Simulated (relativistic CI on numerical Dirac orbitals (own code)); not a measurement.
**Calculated levels, Ag⁷⁺**

These numbers are calculated, not measured: Dirac-Coulomb-Breit CI, orbitals from a KLI potential per configuration, a model potential for QED, valence Slater integrals scaled by 0.9, configuration energies shifted to the measured levels that pair with them (semi-empirical) (own radial code, finite nucleus).

CI space (outside the closed core [Ar] 3d10): 4s2.4p6.4d4, 4s2.4p6.4d3.5s, 4s2.4p6.4d3.4f, 4s2.4p5.4d5, 4s2.4p6.4d3.5p, 4s2.4p6.4d2.5s2, 4s2.4p6.4d2.4f2, 4s2.4p4.4d6, 4s.4p6.4d5, 4s2.4p6.4d2.5s.5p, 4s2.4p6.4d3.5d, 4s2.4p6.4d2.4f.5s, 4s2.4p6.4d2.5p2, 4s2.4p5.4d4.4f, 4s2.4p6.4d3.6s, 4s2.4p6.4d2.4f.5p, 4s2.4p6.4d3.6p, 4s2.4p6.4d3.5f, 4p6.4d6, 4s2.4p6.4d3.6d, 4s2.4p6.4d3.5g, 4s2.4p5.4d4.5s, 4s.4p6.4d4.4f, 4s2.4p5.4d3.5s2, 4s2.4p6.4d3.6f, 4s2.4p5.4d3.5p2, 4s.4p5.4d6, 4s.4p6.4d3.5s2, 4s.4p6.4d4.5s, 4s.4p6.4d3.5s.5p. Levels of other configurations are missing.

| No. | Configuration | Term | J | E (cm⁻¹) | % | Landé g | Lifetime (s) |
| --- | --- | --- | --- | --- | --- | --- | --- |
| 41 | 4d3(4F).5s‡ | 3F | 3 | 327148 | 91 | 1.070 | 1.77e-06 |
| 42 | 4d3(4P).5s‡ | 5P | 1 | 329258 | 89 | 2.393 | 3.24e-06 |
| 43 | 4d3(4P).5s‡ | 5P | 2 | 329421 | 80 | 1.749 | 3.11e-06 |
| 44 | 4d3(4F).5s‡ | 3F | 4 | 330752 | 83 | 1.208 | 1.79e-06 |
| 45 | 4d3(4P).5s‡ | 5P | 3 | 333454 | 97 | 1.660 | 3.21e-06 |
| 46 | 4d3(2G).5s‡ | 3G | 3 | 336018 | 93 | 0.772 | 2.88e-06 |
| 47 | 4d3(2G).5s‡ | 3G | 4 | 336554 | 75 | 1.042 | 2.75e-06 |
| 48 | 4d3(4P).5s‡ | 3P | 1 | 337256 | 46 | 1.111 | 2.22e-06 |
| 49 | 4d3(2G).5s‡ | 3G | 5 | 337450 | 63 | 1.154 | 2.83e-06 |
| 50 | 4d3(2P).5s‡ | 3P | 0 | 337861 | 99 |  | 2.26e-06 |
| 51 | 4d3(2H).5s‡ | 3H | 4 | 340124 | 54 | 0.907 | 2.33e-06 |
| 52 | 4d3(2D).5s‡ | 3D | 2 | 340783 | 37 | 1.369 | 2.61e-06 |
| 53 | 4d3(2P).5s‡ | 3P | 1 | 342683 | 72 | 1.385 | 2.18e-06 |
| 54 | 4d3(4P).5s‡ | 3P | 2 | 343991 | 82 | 1.439 | 1.81e-06 |
| 55 | 4d3(2P).5s‡ | 3P | 1 | 344416 | 50 | 1.070 | 2.44e-06 |
| 56 | 4d3(4P).5s‡ | 3P | 0 | 344838 | 99 |  | 1.97e-06 |
| 57 | 4d3(2H).5s‡ | 3H | 6 | 345072 | 99 | 1.166 | 2.80e-06 |
| 58 | 4d3(2H).5s‡ | 3H | 5 | 345487 | 73 | 1.078 | 2.85e-06 |
| 59 | 4d3(2D).5s‡ | 3D | 3 | 346643 | 96 | 1.334 | 2.71e-06 |
| 60 | 4d3(2G).5s‡ | 1G | 4 | 348017 | 50 | 0.951 | 2.20e-06 |
| 61 | 4d3(2P).5s‡ | 3P | 2 | 349218 | 46 | 1.312 | 2.50e-06 |
| 62 | 4d3(2H).5s‡ | 1H | 5 | 350451 | 92 | 1.012 | 1.87e-06 |
| 63 | 4d3(2D).5s‡ | 1D | 2 | 352595 | 76 | 1.096 | 1.97e-06 |
| 64 | 4d3(2P).5s‡ | 1P | 1 | 353637 | 62 | 1.023 | 2.03e-06 |
| 65 | 4d3(2F).5s‡ | 3F | 4 | 358363 | 97 | 1.246 | 2.41e-06 |
| 66 | 4d3(2F).5s‡ | 3F | 3 | 358707 | 97 | 1.086 | 2.42e-06 |
| 67 | 4d3(2F).5s‡ | 3F | 2 | 359130 | 96 | 0.680 | 2.41e-06 |
| 68 | 4d3(2F).5s‡ | 1F | 3 | 364013 | 96 | 1.007 | 1.92e-06 |
| 69 | 4d3(2D).5s‡ | 3D | 3 | 383180 | 95 | 1.324 | 2.11e-06 |
| 70 | 4d3(2D).5s‡ | 3D | 2 | 383418 | 97 | 1.161 | 2.11e-06 |
| 71 | 4d3(2D).5s‡ | 3D | 1 | 383576 | 99 | 0.500 | 2.12e-06 |
| 72 | 4d3(2D).5s‡ | 1D | 2 | 388729 | 97 | 0.999 | 1.67e-06 |
| 73 | 4d3(4F).5p‡ | 5G° | 2 | 401879 | 87 | 0.379 | 4.85e-10 |
| 74 | 4d3(4F).5p‡ | 3D° | 1 | 405016 | 54 | 0.413 | 5.71e-11 |
| 75 | 4d3(4F).5p‡ | 5G° | 3 | 405294 | 88 | 0.930 | 3.73e-10 |
| 76 | 4d3(4F).5p‡ | 3D° | 2 | 407687 | 43 | 1.168 | 5.21e-11 |
| 77 | 4d3(4F).5p‡ | 5G° | 4 | 409157 | 82 | 1.151 | 2.72e-10 |
| 78 | 4d3(4F).5p‡ | 5D° | 3 | 411383 | 45 | 1.370 | 3.98e-11 |
| 79 | 4d3(4F).5p‡ | 5D° | 0 | 412183 | 93 |  | 2.77e-11 |
| 80 | 4d3(4F).5p‡ | 5D° | 1 | 413254 | 84 | 1.368 | 2.96e-11 |
| 81 | 4d3(4F).5p‡ | 5G° | 5 | 413305 | 64 | 1.256 | 1.83e-10 |
| 82 | 4d3(4F).5p‡ | 5D° | 4 | 414843 | 74 | 1.443 | 3.26e-11 |
| 83 | 4d3(4F).5p‡ | 5D° | 2 | 415108 | 74 | 1.396 | 3.27e-11 |
| 84 | 4d3(4F).5p‡ | 5F° | 1 | 416382 | 53 | 0.279 | 7.21e-11 |
| 85 | 4d3(4F).5p‡ | 5F° | 2 | 417020 | 48 | 1.046 | 8.31e-11 |
| 86 | 4d3(4F).5p‡ | 5F° | 3 | 417128 | 41 | 1.211 | 4.56e-11 |
| 87 | 4d3(4F).5p‡ | 5F° | 4 | 418806 | 40 | 1.231 | 6.39e-11 |
| 88 | 4d3(4F).5p‡ | 3G° | 3 | 420003 | 45 | 1.075 | 4.71e-11 |
| 89 | 4d3(4F).5p‡ | 5G° | 5 | 420239 | 34 | 1.277 | 1.04e-10 |
| 90 | 4d3(4F).5p‡ | 5G° | 6 | 420858 | 94 | 1.324 | 4.44e-10 |
| 91 | 4d3(4F).5p‡ | 3D° | 3 | 420962 | 35 | 1.153 | 6.17e-11 |
| 92 | 4d3(4P).5p‡ | 5P° | 1 | 422584 | 72 | 2.254 | 3.38e-11 |
| 93 | 4d3(4P).5p‡ | 5D° | 0 | 422839 | 43 |  | 2.70e-10 |
| 94 | 4d3(2G).5p‡ | 3H° | 4 | 423322 | 37 | 1.063 | 9.15e-11 |
| 95 | 4d3(4F).5p‡ | 3F° | 2 | 424604 | 43 | 0.991 | 6.82e-11 |
| 96 | 4d3(4P).5p‡ | 5D° | 1 | 425245 | 54 | 1.382 | 1.04e-10 |
| 97 | 4d3(4P).5p‡ | 5P° | 2 | 425253 | 31 | 1.345 | 4.50e-11 |
| 98 | 4d3(2G).5p‡ | 3H° | 5 | 426170 | 35 | 1.133 | 1.16e-10 |
| 99 | 4d3(2H).5p‡ | 3H° | 4 | 426533 | 44 | 0.974 | 4.52e-11 |
| 100 | 4d3(4P).5p‡ | 5P° | 2 | 427117 | 39 | 1.530 | 5.00e-11 |
| 101 | 4d3(4F).5p‡ | 3F° | 3 | 428088 | 74 | 1.101 | 5.20e-11 |
| 102 | 4d3(2G).5p‡ | 3G° | 3 | 429299 | 49 | 0.905 | 2.95e-11 |
| 103 | 4d3(4F).5p‡ | 3G° | 5 | 429736 | 50 | 1.177 | 4.07e-11 |
| 104 | 4d3(2G).5p‡ | 1G° | 4 | 429816 | 33 | 1.053 | 4.09e-11 |
| 105 | 4d3(4P).5p‡ | 5P° | 3 | 430380 | 79 | 1.597 | 3.56e-11 |
| 106 | 4d3(4P).5p‡ | 5D° | 0 | 430569 | 49 |  | 2.31e-10 |
| 107 | 4d3(4F).5p‡ | 3F° | 4 | 430613 | 74 | 1.180 | 4.21e-11 |
| 108 | 4d3(2D).5p‡ | 3P° | 1 | 431184 | 47 | 1.396 | 4.22e-11 |
| 109 | 4p5.4d5(6S)‡ | 7P° | 4 | 431264 | 97 | 1.745 | 3.22e-08 |
| 110 | 4d3(2P).5p‡ | 3P° | 0 | 431386 | 87 |  | 3.87e-11 |

Energies count from the lowest computed level; ° marks odd parity; lifetimes are radiative, by E1, M1, E2 decay to levels of this space only. Percentages are summed over parent terms; the parents shown are those of the largest component, closed shells are left out there. ‡ marks configurations that were not tied to measured data.

The mean weight of the leading LS term, summed over parents, in these 70 levels is 68 %, and that of the leading jj configuration (from the same eigenvectors) 56 %, so LS coupling describes them better.

Configurations whose levels could be paired with our table of measured levels were shifted onto them, all but the ground configuration, by the median error of their levels; single terms can still be off by 1,000 to 2,000 cm⁻¹ or more, and rates follow the energies as ν³ (E1, M1) or ν⁵ (E2). The others borrow a shift and can be off by several thousand cm⁻¹ or more. 22 of the 28 excited levels that our extract of the measured tables holds in this range could be paired (the sources list more); they are missed by 294 cm⁻¹ on average and 635 at most, after the shifts were fitted to these levels, and levels without a partner can miss by more. Some levels of the ground configuration have no partner and can miss by 10 % or more.

LS names give the leading component of a level, which can be under half, so a name can repeat, a term be missing and a line seem to break the LS rules.
